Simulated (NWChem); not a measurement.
**Electron attachment to BBr₂**

```
B
Br 1 1.8811
Br 1 1.8811 2 126.15
```
Charge 0, spin multiplicity 2.

Program: NWChem. All single points use one geometry, from UPBE0/def2-SVP, a minimum by its harmonic frequencies.

Basis set: def2-SVPD. The species with one electron more has spin multiplicity 3 and keeps the geometry of the parent. Δ marks differences of total energies (open shells unrestricted). −ε marks an orbital energy of the parent. That orbital need not have the symmetry of the hole or added electron in the Δ rows. The basis adds only a small set of diffuse functions.

The Hamiltonian is non-relativistic. B3LYP has NWChem's definition, with VWN1-RPA local correlation. The structure started from a generated list of species. The unpaired electrons of the parent sit in orbitals of symmetry a1 (C2v labels of the run); other states weren't searched. No SCF solution was tested for a lower state. Open-shell Hartree-Fock references start from PBE0 orbitals.

Question: Order these methods by the vertical electron affinity they give, lowest first: −ε(alpha LUMO) of PBE0, −ε(alpha LUMO) of PBE, −ε(alpha LUMO) of B3LYP, −ε(alpha LUMO) of HF, ΔPBE0, ΔB3LYP.

Answer: −ε(alpha LUMO) of HF (-1.10 eV), ΔB3LYP (0.39 eV), ΔPBE0 (0.49 eV), −ε(alpha LUMO) of PBE0 (2.38 eV), −ε(alpha LUMO) of B3LYP (2.46 eV), −ε(alpha LUMO) of PBE (3.25 eV)
